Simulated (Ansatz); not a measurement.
```xyz
8

C    -1.275   -0.375    0.383
S    -0.572    1.084   -0.467
Al    1.506    0.562   -0.511
F     2.611    1.567   -1.181
F     2.018   -0.862    0.127
H    -1.735   -0.042    1.311
H    -2.035   -0.809   -0.264
H    -0.518   -1.125    0.603
```

The species carries charge 0 and has multiplicity 1.

(1) List the r2SCAN/def2-TZVPP orbital energies in eV (Ansatz 0.2.0). (Best estimate.)

## Answers

(1) The calculation gave: Occupied: -2409.29, -1518.21, -665.73, -665.64, -274.27, -213.71, -157.80, -157.68, -157.61, -111.67, -72.00, -71.82, -71.80, -30.54, -30.32, -20.50, -16.69, -12.21, -11.56, -11.29, -11.21, -10.57, -10.48, -10.21, -10.11, -9.75, -7.90, -6.68. Lowest empty: -1.35, -0.57, -0.54, 1.67, 2.50, 2.62, 2.63, 2.87.
